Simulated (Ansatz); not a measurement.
`[CH3][Ga]([CH3])[O][GeH3]`, 14 atoms. Charge 0, multiplicity 1. Correlated methods include outer-core shells of Ga, Ge, which these sets cover unevenly. Scalar relativity is left out up to krypton. All runs use 4 threads of an Arm Neoverse V1 on a shared host. Correlated methods freeze the cores.

Task: How many basis functions does each run have, and how long does it take in Ansatz? RKS ωB97M-V/def2-SVP energy; RKS PBE0-D4/def2-TZVP relaxation (30 steps); RKS B97M-V/def2-TZVPP energy; RKS r2SCAN0-D4/def2-TZVPP energy; RKS CAM-B3LYP-D4/def2-TZVPP energy; RKS PBE0-D4/def2-QZVPP energy; RKS ωB97M-V/def2-QZVPP energy; direct RPA on PBE orbitals/def2-TZVPP energy; RHF-CCSD(T)/def2-SVP energy; RKS PBE0-D4/def2-SVP energy; RKS PBE0-D4/def2-TZVPP energy; RHF-MP2/def2-TZVPP energy. (Estimate.)

Result: Computed: Other jobs shared the machine, so times are rough.

```tsv
level	job	functions	wall time	peak host memory (GiB)
RKS PBE0-D4/def2-SVP	energy	151	2.5 s	0.66
RKS PBE0-D4/def2-TZVPP	energy	315	7 s	1.2
RHF-MP2/def2-TZVPP	energy	315	8 s	1
RKS CAM-B3LYP-D4/def2-TZVPP	energy	315	8.5 s	1.4
RKS r2SCAN0-D4/def2-TZVPP	energy	315	9.5 s	1.3
RKS ωB97M-V/def2-SVP	energy	151	9.5 s	0.66
direct RPA on PBE orbitals/def2-TZVPP	energy	315	12 s	1
RKS B97M-V/def2-TZVPP	energy	315	17 s	0.64
RKS PBE0-D4/def2-QZVPP	energy	619	23 s	3.1
RHF-CCSD(T)/def2-SVP	energy	151	37 s	1.3
RKS ωB97M-V/def2-QZVPP	energy	619	43 s	3.7
RKS PBE0-D4/def2-TZVP	relaxation (30 steps)	243	3.3 min	0.91
```
